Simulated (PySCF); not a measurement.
HClO, charge +1, doublet, at a GFN2-xTB geometry (a state made from the parent by changing its charge; the spin is typed, not shown lowest); TPSS/STO-3G run with PySCF.

Here is a job for PySCF.
```python
from pyscf import gto, scf, dft

mol = gto.Mole()
mol.atom = '''
    O    -0.04383216    1.02148558    0.01469068
    H    -0.96672120    1.40203158    0.00503415
    Cl    0.07749285   -0.56317154   -0.00720939
'''
mol.basis = 'sto-3g'
mol.charge = 1
mol.spin = 1
mol.verbose = 4
mol.build()

mf = dft.UKS(mol)
mf.xc = 'tpss'
mf.kernel()
mf.analyze()
```

Output, abridged:

```
PySCF version 2.14.0

[INPUT] verbose = 4
[INPUT] num. atoms = 3
[INPUT] num. electrons = 25
[INPUT] charge = 1
[INPUT] spin (= nelec alpha-beta = 2S) = 1
[INPUT] symmetry False subgroup None
[INPUT] Mole.unit = angstrom
[INPUT] Symbol           X                Y                Z      unit          X                Y                Z       unit  Magmom
[...]
nuclear repulsion = 53.5616686982253
number of shells = 9
number of NR pGTOs = 45
number of NR cGTOs = 15
basis = sto-3g
ecp = {}

******** <class 'pyscf.dft.uks.UKS'> ********
method = UKS
initial guess = minao
damping factor = 0
level_shift factor = 0
DIIS = <class 'pyscf.scf.diis.CDIIS'>
diis_start_cycle = 1
diis_space = 8
diis_damp = 0
SCF conv_tol = 1e-09
SCF conv_tol_grad = None
SCF max_cycles = 50
direct_scf = True
direct_scf_tol = 1e-13
number electrons alpha = 13  beta = 12
XC library pyscf.dft.libxc version 7.1.2
    S. Lehtola, C. Steigemann, M. J. T. Oliveira, and M. A. L. Marques,  SoftwareX 7, 1–5 (2018)
XC functionals = tpss
    J. Tao, J. P. Perdew, V. N. Staroverov, and G. E. Scuseria,  Phys. Rev. Lett. 91, 146401 (2003)
    J. P. Perdew, J. Tao, V. N. Staroverov, and G. E. Scuseria,  J. Chem. Phys. 120, 6898 (2004)
    J. Tao, J. P. Perdew, V. N. Staroverov, and G. E. Scuseria,  Phys. Rev. Lett. 91, 146401 (2003)
    J. P. Perdew, J. Tao, V. N. Staroverov, and G. E. Scuseria,  J. Chem. Phys. 120, 6898 (2004)
radial grids:
    Treutler-Ahlrichs [JCP 102, 346 (1995); DOI:10.1063/1.469408] (M4) radial grids

becke partition: Becke, JCP 88, 2547 (1988); DOI:10.1063/1.454033
pruning grids: <function nwchem_prune>
grids dens level: 3
symmetrized grids: False
atomic radii adjust function: <function treutler_atomic_radii_adjust>
small_rho_cutoff = 0
Set gradient conv threshold to 3.16228e-05
tot grids = 42776
init E= -529.902529990979

cycle= 1 E= -529.559574216641  delta_E= 0.343  |g|= 0.0836  |ddm|= 1.77
cycle= 2 E= -529.567229177514  delta_E= -0.00765  |g|= 0.0216  |ddm|= 0.299
cycle= 3 E= -529.567742206138  delta_E= -0.000513  |g|= 0.00207  |ddm|= 0.0638
cycle= 4 E= -529.567741193389  delta_E= 1.01e-06  |g|= 0.0032  |ddm|= 0.00947
cycle= 5 E= -529.567748339793  delta_E= -7.15e-06  |g|= 0.0009  |ddm|= 0.00577
cycle= 6 E= -529.567749082226  delta_E= -7.42e-07  |g|= 0.000307  |ddm|= 0.00196
cycle= 7 E= -529.567749173126  delta_E= -9.09e-08  |g|= 4.91e-05  |ddm|= 0.000643
cycle= 8 E= -529.567749175199  delta_E= -2.07e-09  |g|= 2.15e-06  |ddm|= 0.000127
cycle= 9 E= -529.567749175214  delta_E= -1.47e-11  |g|= 6.5e-07  |ddm|= 1.73e-05
Extra cycle  E= -529.567749175212  delta_E= 2.16e-12  |g|= 1.78e-06  |ddm|= 3.97e-06
converged SCF energy = -529.567749175212  <S^2> = 0.75053414  2S+1 = 2.0005341
**** SCF Summaries ****
Total Energy =                        -529.567749175211816
Nuclear Repulsion Energy =              53.561668698225283
One-electron Energy =                 -827.086148842705143
Two-electron Energy =                  243.956730969268051
Two-electron Coulomb Energy =          280.555380723997644
DFT Exchange-Correlation Energy =      -36.598649754729607
**** MO energy ****
                             alpha | beta                alpha | beta
[...]
To work with the spin densities directly, `use mulliken_meta_spin()` only printing them here.

 ** Mulliken spin pop alpha/beta on meta-lowdin orthogonal AOs **
 ** Mulliken Spin Density (per AO)  **
spin_pop of  0 O 1s       -0.00000
spin_pop of  0 O 2s        0.00924
spin_pop of  0 O 2px       0.00677
spin_pop of  0 O 2py       0.00946
spin_pop of  0 O 2pz       0.59990
spin_pop of  1 H 1s       -0.01362
spin_pop of  2 Cl 1s        0.00000
spin_pop of  2 Cl 2s       -0.00000
spin_pop of  2 Cl 3s        0.00233
spin_pop of  2 Cl 2px      -0.00000
spin_pop of  2 Cl 2py      -0.00000
spin_pop of  2 Cl 2pz       0.00008
spin_pop of  2 Cl 3px      -0.00004
spin_pop of  2 Cl 3py      -0.01362
spin_pop of  2 Cl 3pz       0.39951
 ** Mulliken Spin Density (per atom)  **
spin density of  0 O =      0.62537
spin density of  1 H =     -0.01362
spin density of  2 Cl =      0.38825
 ** Mulliken pop alpha/beta on meta-lowdin orthogonal AOs **
 ** Mulliken pop       alpha | beta **
[...]
In total            13.00000 | 12.00000
 ** Mulliken atomic charges   ( Nelec_alpha | Nelec_beta ) **
charge of  0O =      0.14894  (     4.23821      3.61285 )
charge of  1H =      0.32061  (     0.33289      0.34650 )
charge of  2Cl =      0.53044  (     8.42890      8.04065 )

WARN: System has nonzero charge 1; the dipole moment is origin-dependent.
Location of origin: [0. 0. 0.]

Dipole moment(X, Y, Z, Debye): -2.15998,  1.95964, -0.00646
```
